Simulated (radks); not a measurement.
The numbers below are computed, except where a source is named.
Problem. The mean radii <r> (bohr) of the occupied orbitals of an atom or ion are listed with their occupations. Level of theory: Dirac Kohn-Sham, BLYP, spin-unpolarised, spherical densities, finite nucleus; Fermi nuclear charge, rms radius of each element as measured or else 0.836 A^(1/3) + 0.57 fm (a radial shooting solver on a logarithmic mesh with Libxc functionals).

| orbital | occ. | <r> |
|---|---|---|
| 1s1/2 | 2 | 0.02112 |
| 2s1/2 | 2 | 0.08922 |
| 2p1/2 | 2 | 0.07437 |
| 2p3/2 | 4 | 0.08143 |
| 3s1/2 | 2 | 0.2341 |
| 3p1/2 | 2 | 0.2238 |
| 3p3/2 | 4 | 0.2372 |
| 3d3/2 | 4 | 0.2096 |
| 3d5/2 | 6 | 0.2138 |
| 4s1/2 | 2 | 0.5298 |
| 4p1/2 | 2 | 0.5402 |
| 4p3/2 | 4 | 0.5709 |
| 4d3/2 | 4 | 0.6033 |
| 4d5/2 | 6 | 0.6142 |
| 5s1/2 | 2 | 1.304 |
| 5p1/2 | 2 | 1.481 |
| 5p3/2 | 4 | 1.595 |
| 4f5/2 | 4.28571 | 0.8784 |
| 4f7/2 | 5.71429 | 0.9061 |
| 5d3/2 | 0.8 | 4.039 |
| 5d5/2 | 1.2 | 4.377 |

Name the element and its charge. Open shells, if any, are shared by 2j + 1.

Solution. Z = 66, dysprosium, charge 0: Dy in [Xe] 4f10 5d2. The 1s radius gives Z: for a bare nucleus <r> = (2 gamma + 1)/(2Z) with gamma = sqrt(1 - (Z/c)^2), 0.02085 bohr for Z = 66, and screening makes it slightly larger (0.02112 here). The occupations add up to 66, and the charge is Z minus that.
